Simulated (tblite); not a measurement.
C₄H₄F₅O (charge -1).
SMILES with atom numbers: `[O-:1][CH2:2][CH2:3][C:4]([F:5])([F:6])[C:7]([F:8])([F:9])[F:10]` (hydrogens: H11, H12 on C2; H13, H14 on C3)

The geometry is computed with GFN2-xTB (gas phase).

Q: List the bond lengths, angles and torsions at this level.

A: 
| bond | length (Å) |
| --- | --- |
| O1–C2 | 1.281 |
| C2–C3 | 1.632 |
| C3–C4 | 1.492 |
| C4–F5 | 1.395 |
| C4–F6 | 1.363 |
| C4–C7 | 1.545 |
| C7–F8, C7–F9 | 1.323 |
| C7–F10 | 1.368 |
| C2–H11, C2–H12 | 1.143 |
| C3–H13, C3–H14 | 1.091 |

Bonds in one row agree within 0.01 Å and their mean is given. A selection of angles:
| angle | degrees |
| --- | --- |
| O1–C2–C3 | 113.7 |
| O1–C2–H11 | 116.2 |
| C3–C2–H11 | 103.1 |
| C3–C2–H12 | 101.5 |
| H11–C2–H12 | 104.4 |
| C2–C3–C4 | 110.6 |
| C2–C3–H13 | 107.4 |
| C2–C3–H14 | 111.8 |
| C4–C3–H13 | 108.5 |
| H13–C3–H14 | 110.5 |
| C3–C4–F5 | 111.4 |
| C3–C4–F6 | 112.6 |
| C3–C4–C7 | 116.8 |
| F5–C4–F6 | 102.9 |
| F5–C4–C7 | 104.9 |
| F6–C4–C7 | 107.1 |
| C4–C7–F8 | 113.4 |
| C4–C7–F9 | 114.5 |
| C4–C7–F10 | 108.4 |
| F8–C7–F9 | 110.6 |
| F8–C7–F10 | 104.6 |

Torsions: O1–C2–C3–C4 -69° (synclinal); C2–C3–C4–F5 173° (antiperiplanar); C3–C4–C7–F8 46° (synclinal). The mirror-image conformer, all signs reversed, is as good.

Of the pairs four or more bonds apart, O1···C7 is among the closest relative to their van der Waals radii: 2.87 Å, 89 % of the sum of Bondi's values. The 3 C–C bonds span 1.492 Å (C3–C4, drawn single) to 1.632 Å (C2–C3, drawn single), a spread of 0.140 Å. The 5 C–F bonds span 1.319 Å (C7–F9, drawn single) to 1.395 Å (C4–F5, drawn single), a spread of 0.076 Å.

Point group: C1 (no symmetry element, even within 0.4 Å). Its GFN2-xTB frequencies are all real (lowest 54 cm⁻¹).
